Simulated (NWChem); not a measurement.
System: FeF₃, sextet; SMILES [F][Fe]([F])[F]

The following NWChem deck was run.

```
start job
memory heap 200 mb stack 900 mb global 1100 mb
geometry units angstroms noautoz
  Fe    -0.036713     0.067126     0.171378
  F     -1.513227    -0.867444     0.221368
  F     -0.052307     1.693793    -0.468676
  F      1.456472    -0.625285     0.760329
end
basis spherical
  Fe library sto-3g
  F library sto-3g
end
dft
  odft
  mult 6
  xc hfexch
  iterations 150
  mulliken
end
task dft energy
```

Geometry: optimised at PBE0/def2-SVP, spin-unrestricted. No stability test was run on the SCF state.

Problem. What results follow from this input? (UHF/STO-3G.) Quantities: basis functions; energy (Ha); highest occupied level (eV); lowest empty minus highest occupied level, either spin (eV); <S²>.

Solution. 
- number of basis functions: 33
- energy (Ha): -1543.15
- highest occupied level (eV): -9.47
- lowest empty minus highest occupied level, either spin (eV): 14.65
- <S²>: 8.76
